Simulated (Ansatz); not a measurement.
PBE exchange is replaced step by step with exact exchange (0 % is PBE, 25 % PBE0; no dispersion term), basis def2-SVP, Ansatz. System: `CN(C)c1ncc(-c2ncc(-c3ncc(C#N)s3)s2)s1`. Total charge 0; singlet. Geometry: PBE-D4/def2-SVP.

Geometry of the singlet:

Cartesian coordinates in Å:
```
C 1.722 5.530 -0.840
N 1.810 4.275 -0.109
C 2.498 4.260 1.164
C 1.065 3.212 -0.512
N 0.353 3.173 -1.628
C -0.257 1.971 -1.774
C -0.051 1.028 -0.768
C -0.583 -0.302 -0.706
N -1.410 -0.818 -1.608
C -1.749 -2.089 -1.301
C -1.194 -2.621 -0.132
C -1.403 -3.945 0.392
N -2.208 -4.841 -0.165
C -2.213 -6.002 0.525
C -1.398 -6.052 1.661
C -1.210 -7.125 2.560
N -1.056 -8.026 3.302
S -0.581 -4.515 1.850
S -0.173 -1.415 0.615
S 0.993 1.725 0.467
H 1.158 6.294 -0.260
H 2.739 5.924 -1.045
H 1.198 5.344 -1.793
H 3.337 4.982 1.136
H 1.830 4.531 2.014
H 2.924 3.254 1.361
H -0.883 1.761 -2.653
H -2.428 -2.666 -1.945
H -2.831 -6.848 0.192
```

| exact exchange (%) | HOMO (eV) | LUMO (eV) | gap (eV) |
| --- | --- | --- | --- |
| 0 | -4.98 | -3.14 | 1.84 |
| 5 | -5.15 | -3.04 | 2.11 |
| 10 | -5.32 | -2.94 | 2.38 |
| 15 | -5.50 | -2.84 | 2.66 |
| 25 | -5.86 | -2.62 | 3.24 |
| 35 | -6.23 | -2.40 | 3.84 |

Problem. Fit a straight line to the column «gap (eV)» against the share of exact exchange and predict its value at 50 %.

Solution. With x = exact exchange (%) and y = gap (eV): mean x = 15, mean y = 2.678; Σ(x − x̄)(y − ȳ) = 48.6, Σ(x − x̄)² = 850; slope b = 0.05718, intercept a = ȳ − b·x̄ = 1.82. The residuals of the fitted rows reach 0.02. At x = 50 the line gives 1.82 + (0.05718 × 50) = 4.68; the run gave 4.76, 0.08 more than the line.
